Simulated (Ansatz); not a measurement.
Start from `FCC[SiH2]Cl` and change one atom or group to get `[SiH3]SC[SiH2]Cl`.

Ansatz, PBE0-D4/def2-TZVP geometries, multiplicity 1. Each molecule was computed in one conformer, which needn't be the lowest.

```tsv
property	`FCC[SiH2]Cl`
LUMO energy (PBE/def2-TZVPP) / eV	-0.63
HOMO energy (PBE/def2-TZVPP) / eV	-7.36
LUMO energy (B3LYP/def2-TZVPP) / eV	0.05
LUMO energy (ωB97M-V/def2-TZVPP) / eV	2.02
HOMO energy (PBE0/def2-TZVPP) / eV	-8.71
size of the dipole moment (PBE/def2-TZVPP) / D	2.26
```

Q: Give the same properties after the change, and the shifts. (Best estimate.)

A: Ansatz gave: 
```
                                      property  `[SiH3]SC[SiH2]Cl`  shift
             LUMO energy (PBE/def2-TZVPP) / eV               -1.05  -0.42
             HOMO energy (PBE/def2-TZVPP) / eV               -5.79   1.57
           LUMO energy (B3LYP/def2-TZVPP) / eV               -0.33  -0.38
         LUMO energy (ωB97M-V/def2-TZVPP) / eV                1.69  -0.33
            HOMO energy (PBE0/def2-TZVPP) / eV               -6.96   1.75
size of the dipole moment (PBE/def2-TZVPP) / D                1.47  -0.79
```

With PBE0 the HOMO rises by 1.75 eV and the LUMO falls by 0.39 eV, so the gap narrows by about 2.14 eV. PBE moves the HOMO by 1.57 eV and ωB97M-V by 1.82 eV. Dipoles are sizes alone; their direction can turn.

B3LYP here is the variant with VWN-RPA as its local correlation; programs differ in this.
